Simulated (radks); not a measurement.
Neutral indium inside a hard spherical wall (all orbitals vanish at R), configuration held at [Kr] 4d10 5s2 5p1 and not refilled when levels cross. Method: scalar-relativistic Kohn-Sham, PBE, spin-polarised, spherical densities, finite nucleus; open shells are filled with parallel spins first (spin-orbit coupling, left out, can overturn this in heavy ions); Fermi nuclear charge, rms radius 4.6156 fm; computed with a radial shooting solver on a logarithmic mesh with Libxc functionals. Eigenvalues in eV for spin up, with the zero of energy where the potential of the charges vanishes at infinity; a dash marks a level that is unbound or too diffuse for the functional's potential to be trusted. A positive occupied level is held by the wall or, in an anion where self-interaction has pushed it up, behind a barrier. The pressure on the wall is -dE/dV.

R (bohr),E (hartree),kinetic (hartree),e(4p),e(4d),e(5s),e(5p),"e(6s, empty)","e(5d, empty)",pressure (GPa)
free,-5881.49996,6130.008,-78.083,-18.604,-8.443,-2.779,-,-,0
20,-5881.49996,6130.008,-78.083,-18.604,-8.443,-2.779,-0.476,0.491,< 0.0001
7,-5881.48249,6130.106,-77.343,-17.879,-7.895,-1.984,4.851,4.597,0.800
6,-5881.45263,6130.253,-76.635,-17.193,-7.322,-1.076,9.030,6.952,3.19
3.5,-5880.56044,6133.837,-68.632,-9.620,2.757,13.140,58.376,32.329,259
2,-5867.64167,6180.316,-28.033,33.381,94.433,120.96,324.08,166.47,18700
1.5,-5831.48796,6296.024,39.357,110.52,286.51,325.51,744.39,381.02,149000
